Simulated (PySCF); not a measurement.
Isomers of C5H8N2Si, one GFN2-xTB conformer each. Single-point energies are computed at PBE0/pcSseg-1 (PySCF, gas phase, no added dispersion term), electronic only.

```json
{"SMILES": "Cc1cc([SiH3])cnn1", "GFN2-xTB relative energy (kcal/mol)": "31.7"}
{"SMILES": "C=Cc1cncn1[SiH3]", "GFN2-xTB relative energy (kcal/mol)": "0.0"}
{"SMILES": "[H]/N=C\\c1ccn([SiH3])c1", "GFN2-xTB relative energy (kcal/mol)": "8.6"}
{"SMILES": "[H]/N=C\\[SiH2]n1cccc1", "GFN2-xTB relative energy (kcal/mol)": "27.9"}
```

Conformers: `[CH2:1]=[CH:2][c:3]1[cH:4][n:5][cH:6][n:7]1[SiH3:8]` with C1–C2–C3–C4 0°; `[H]/[N:1]=[CH:2]\[c:3]1[cH:4][cH:5][n:6]([SiH3:7])[cH:8]1` with N1–C2–C3–C4 180°; `[H]/[N:1]=[CH:2]\[SiH2:3][n:4]1[cH:5][cH:6][cH:7][cH:8]1` with N1–C2–Si3–N4 -7°, C2–Si3–N4–C5 127°.

Task: What does PBE0/pcSseg-1 give for the same structures?

Result: 
```tsv
SMILES	PBE0/pcSseg-1 E (Eh)	PBE0/pcSseg-1 (kcal/mol)	GFN2-xTB (kcal/mol)	point group
C=Cc1cncn1[SiH3]	-593.79814	0.0	0.0	Cs
[H]/N=C\c1ccn([SiH3])c1	-593.79550	1.7	8.6	near Cs
[H]/N=C\[SiH2]n1cccc1	-593.79025	5.0	27.9	C1
Cc1cc([SiH3])cnn1	-593.76704	19.5	31.7	–
```

Both levels put the same isomer lowest; measured from each level's own lowest isomer, the values differ by up to 22.9 kcal/mol ([H]/N=C\[SiH2]n1cccc1: 27.9 against 5.0). As drawn, the lowest has a C=C bond outside aromatic rings, which the highest lacks; the highest has an N–N linkage and an Si–C bond, which the lowest lacks. Neighbours under 2.5 kcal/mol apart (C=Cc1cncn1[SiH3] and [H]/N=C\c1ccn([SiH3])c1) can change places with a better method, another conformer or zero-point energy.

Task: Which frontier levels, dipoles and rotational constants go with these structures?

Result: 
```tsv
SMILES	HOMO (eV, PBE0/pcSseg-1)	LUMO (eV)	dipole (D)	A, B, C (MHz)
C=Cc1cncn1[SiH3]	-6.18	-0.89	3.47	2293, 1693, 985.1
[H]/N=C\c1ccn([SiH3])c1	-6.52	-0.62	4.81	4474, 976.1, 808.9
[H]/N=C\[SiH2]n1cccc1	-6.43	-0.98	1.99	3518, 1210, 1017
Cc1cc([SiH3])cnn1	-6.55	-1.56	3.99	3579, 1149, 883.1
```
